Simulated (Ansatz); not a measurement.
Relaxation of AsH$_{3}$OTe (6 atoms, charge 0, multiplicity 1), to a largest force component of 0.015 eV/Å in at most 40 steps.

These are results of RKS r2SCAN/def2-SVPD in Ansatz 0.2.0, not measurements.

```xyz
6
Properties=species:S:1:pos:R:3:forces:R:3
As -0.116 0.191 -1.297 0.58 -0.15 -0.41
O -0.323 -0.095 0.472 -0.30 -0.02 0.57
Te 1.246 0.010 1.714 0.11 0.40 -0.01
H -1.559 -0.141 -1.543 -0.50 -0.20 -0.20
H -0.490 1.656 -1.264 -0.01 0.47 -0.05
H 1.243 -1.621 1.918 0.12 -0.50 0.10
```

Question: Where does it end, and by what steps?

Answer: It converged. The force dipped under the threshold on the way, but the program's further checks kept it going. After 11 steps the energy has fallen by 0.074 eV; H6 moved furthest, 0.37 Å.

```
step  energy less start (eV)  largest force component (eV/Å)  accepted
   0                  0.0000                           0.583       yes
   1                 -0.0422                           0.399       yes
   2                 -0.0555                           0.164       yes
   3                 -0.0697                           0.088       yes
   4                 -0.0709                           0.091       yes
   5                 -0.0665                           0.375        no
   6                 -0.0735                           0.010       yes
   7                 -0.0730                           0.122        no
   8                 -0.0741                           0.031       yes
   9                 -0.0738                           0.051        no
  10                 -0.0744                           0.021       yes
  11                 -0.0744                           0.011       yes
```

```xyz
6
Properties=species:S:1:pos:R:3
As -0.168 0.034 -1.203
O -0.540 -0.081 0.593
Te 1.046 0.062 1.829
H -1.651 -0.039 -1.581
H -0.195 1.567 -1.302
H 1.506 -1.542 1.665
```

Whether the end is a true minimum wasn't checked by a vibrational analysis.

Run time: 49 s on 2 threads of Intel(R) Xeon(R) Platinum 8488C (Sapphire Rapids) (shared host), peak memory 0.22 GiB.
